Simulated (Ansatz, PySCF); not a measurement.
Stretching the Si1–H2 bond in H2OSi (SMILES O[SiH]) (multiplicity 1 held, fragments rigid). Energies count from the point at 1.545 Å.
Geometry at that point (charge 0, multiplicity 1):
```xyz
4

Si    -0.378    -0.335     0.394
H     -1.537    -0.168    -0.614
O      0.783     0.496    -0.450
H      0.564     0.885    -1.304
```

Unrestricted levels (U-) break spin symmetry where that is lower. Active spaces are followed from a long bond inwards. Levels need not reach the same state.

Cores are frozen in the correlated methods. Rows in 3-21G, 6-31G* carry no dispersion term and start afresh at each structure (6-31G* with six Cartesian d functions). MP2/6-31G* freezes PySCF's default core.

Run with Ansatz (Gaussian basis) for Hartree–Fock, density functionals and correlated methods; PySCF for 3-21G rows, 6-31G* rows. Each number belongs to the level named beside it.

Other levels give for the energy at R = 4.946 Å: U-PBE/cc-pV(T+d)Z 3.201; U-B3LYP/cc-pV(T+d)Z 3.326; U-wB97X-V/cc-pV(T+d)Z 3.375; FIC-MRCISD+Q on CASSCF(2,2)/cc-pV(T+d)Z 3.339 eV.

**Question.** What do these common cheap choices give for the same quantity: R-HF/3-21G, R-HF/6-31G*, U-HF/6-31G*, R-B3LYP/6-31G*, U-B3LYP/6-31G*, R-MP2/6-31G*?

**Answer.** R-HF/3-21G 6.414; R-HF/6-31G* 6.429; U-HF/6-31G* 2.476; R-B3LYP/6-31G* 4.596; U-B3LYP/6-31G* 3.283; R-MP2/6-31G* 4.294 eV. They span 2.476 to 6.429 eV.

Doubts at one or more of the structures used: a restricted determinant that unrestricted orbitals would lower (R-HF/3-21G, R-HF/6-31G*, R-B3LYP/6-31G*, R-MP2/6-31G*); a spin-contaminated determinant (U-HF/6-31G*, U-B3LYP/6-31G*, U-PBE/cc-pV(T+d)Z, U-B3LYP/cc-pV(T+d)Z, U-wB97X-V/cc-pV(T+d)Z).

Ansatz is a first-principles code.
